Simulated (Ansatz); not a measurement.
Input and output for C₄H₇Br (`CC(C)=CBr`).

```yaml
crystal:
  periodic: [false, false, false]
  atoms:
    - {symbol: C, position_ang: [-1.368487, -0.191603, 0.008098]}
    - {symbol: C, position_ang: [0.088559, 0.102659, -0.095045]}
    - {symbol: C, position_ang: [0.983681, -0.678940, 0.816645]}
    - {symbol: C, position_ang: [0.629402, 0.990052, -0.921300]}
    - {symbol: Br, position_ang: [-0.329688, 2.064512, -2.137768]}
    - {symbol: H, position_ang: [-1.721179, -0.001921, 1.026973]}
    - {symbol: H, position_ang: [-1.960840, 0.406716, -0.681941]}
    - {symbol: H, position_ang: [-1.555771, -1.250446, -0.197352]}
    - {symbol: H, position_ang: [0.709489, -0.507016, 1.862484]}
    - {symbol: H, position_ang: [2.033627, -0.413519, 0.688824]}
    - {symbol: H, position_ang: [0.874644, -1.752592, 0.632581]}
    - {symbol: H, position_ang: [1.693462, 1.176997, -0.968098]}
basis:
  gaussian: {orbitals: def2-mTZVPP}
hamiltonian: {xc: {name: r2SCAN0}, pseudopotentials: {relativity: none}}
output: {forces: true}
```

```sh
$ ansatz run in.yaml --threads 4 --pin off --events-out ev --progress --plain --max-ram 10444MiB
```

Output, abridged:

```
Functional definition: r2SCAN0
1362 factors; integrals over basis functions are off by at most 1.2e-3 eV
mean field evaluation 1: about -74297.1983 eV, gradient 6.0e1 eV
mean field evaluation 2: about -74291.9633 eV, gradient 7.3e1 eV
mean field evaluation 4: about -74305.6996 eV, gradient 5.0e0 eV
mean field evaluation 8: about -74305.9997 eV, gradient 8.7e-1 eV
mean field evaluation 16: about -74306.0018 eV, gradient 1.7e-4 eV
mean field -74306.00182694 eV, -2730.6952007232 hartree, gradient 3.7e-5 eV, S^2 0.000000; 0 other end points of the search recorded, 0 dependent functions left out
reference -74306.00183490 eV, -2730.6952010154 hartree; 33, 33 occupied and 114, 114 virtual orbitals, 1362 factors
Total energy: -74306.00183490 eV, -2730.6952010154 hartree
Atom 0 at    -1.368487    -0.191603     0.008098 Å, force    -0.117485    -0.039921     0.024287 eV/Å
Atom 1 at     0.088559     0.102659    -0.095045 Å, force     0.034947     0.136520    -0.133471 eV/Å
Atom 2 at     0.983681    -0.678940     0.816645 Å, force     0.067072    -0.076260     0.086598 eV/Å
Atom 3 at     0.629402     0.990052    -0.921300 Å, force     0.168307    -0.214758     0.239654 eV/Å
Atom 4 at    -0.329688     2.064512    -2.137768 Å, force    -0.079360     0.088604    -0.100382 eV/Å
Atom 5 at    -1.721179    -0.001921     1.026973 Å, force     0.052666    -0.017485    -0.119972 eV/Å
Atom 6 at    -1.960840     0.406716    -0.681941 Å, force     0.074629    -0.076548     0.088507 eV/Å
Atom 7 at    -1.555771    -1.250446    -0.197352 Å, force     0.033789     0.126349     0.020727 eV/Å
Atom 8 at     0.709489    -0.507016     1.862484 Å, force     0.027865    -0.010399    -0.131885 eV/Å
Atom 9 at     2.033627    -0.413519     0.688824 Å, force    -0.126180    -0.034212     0.017865 eV/Å
Atom 10 at     0.874644    -1.752592     0.632581 Å, force     0.008556     0.134383     0.010981 eV/Å
Atom 11 at     1.693462     1.176997    -0.968098 Å, force    -0.144806    -0.016273    -0.002908 eV/Å
Dipole moment:     0.080538    -0.322758     0.337861 e Å
```

Run time 7 s (4 threads of an Intel Xeon on a shared host); peak host memory 0.41 GiB.
